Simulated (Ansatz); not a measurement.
`C[NH][GeH3]` and `[SiH3][NH][GeH3]` differ in one atom or group.

Ansatz, PBE0-D4/def2-TZVP geometries, multiplicity 1. 

Scalar relativity is left out up to krypton.

```tsv
property	`C[NH][GeH3]`
HOMO energy (B3LYP/def2-TZVPP) / eV	-6.43
size of the dipole moment (B3LYP/def2-TZVPP) / D	0.87
HOMO–LUMO gap (PBE/def2-TZVPP) / eV	5.01
LUMO energy (PBE/def2-TZVPP) / eV	-0.27
zero-point energy (PBE0-D4/def2-TZVP) / kJ/mol	203.0
ideal-gas entropy at 298 K and 1 bar (rigid rotor, harmonic PBE0-D4/def2-TZVP) / J/(mol·K)	310
```

(1) Give the same properties after the change, and the shifts. (Estimate.)

## Answers

(1) Computed: 
| property | `[SiH3][NH][GeH3]` | shift |
| --- | --- | --- |
| HOMO energy (B3LYP/def2-TZVPP) / eV | -7.05 | -0.62 |
| size of the dipole moment (B3LYP/def2-TZVPP) / D | 1.03 | 0.16 |
| HOMO–LUMO gap (PBE/def2-TZVPP) / eV | 5.10 | 0.09 |
| LUMO energy (PBE/def2-TZVPP) / eV | -0.85 | -0.58 |
| zero-point energy (PBE0-D4/def2-TZVP) / kJ/mol | 168.5 | -34.5 |
| ideal-gas entropy at 298 K and 1 bar (rigid rotor, harmonic PBE0-D4/def2-TZVP) / J/(mol·K) | 343 | 33 |

With PBE0 the HOMO falls by 0.62 eV and the LUMO falls by 0.57 eV, so the gap widens by about 0.05 eV. PBE moves the HOMO by -0.66 eV and ωB97M-V by -0.57 eV. Dipoles are sizes alone; their direction can turn. Modes under 60 cm⁻¹, often nearly free rotors, make the harmonic entropy too high.

B3LYP here is the variant with VWN-RPA as its local correlation; programs differ in this.
